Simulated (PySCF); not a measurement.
## How methods differ on the excitation energy of Nd²⁺

Nd²⁺ [Xe] 4f4 (high-spin determinant) → Nd²⁺ [Xe] 4f3 6s1 (high-spin determinant), as a difference of total energies. Calculation: PySCF 2.14, in x2c-TZVPPall; scalar relativity by spin-free X2C-1e. Correlated levels: valence: [Kr] 4d10 frozen; valence and next inner shell: [Ar] 3d10 frozen. The calculations carry no spin-orbit coupling.

```json
{"method": "UHF", "excitation energy (eV)": "2.391"}
{"method": "LDA", "excitation energy (eV)": "4.936"}
{"method": "PBE", "excitation energy (eV)": "4.774"}
{"method": "PBE0", "excitation energy (eV)": "4.393"}
{"method": "r2SCAN", "excitation energy (eV)": "4.820"}
{"method": "MP2 (valence)", "excitation energy (eV)": "3.300"}
{"method": "SCS-MP2 (valence)", "excitation energy (eV)": "2.917"}
{"method": "MP2 (valence and next inner shell)", "excitation energy (eV)": "3.511"}
{"method": "SCS-MP2 (valence and next inner shell)", "excitation energy (eV)": "3.130"}
```

Task: How much does correlation contribute at MP2 (valence and next inner shell)?

Result: 3.511 − (2.391) = 1.120 eV, measured against UHF.

A first-order spin-orbit estimate (lowest level to lowest level, LS coupling) adds -0.040 eV.

The basis was made for the ground configuration and has no added diffuse functions, so the excitation energy can come out too high.

The determinant of the upper state and of the lower state mixes LS terms, which raises its energy above the lowest term, most at the Hartree-Fock and MP2 levels.
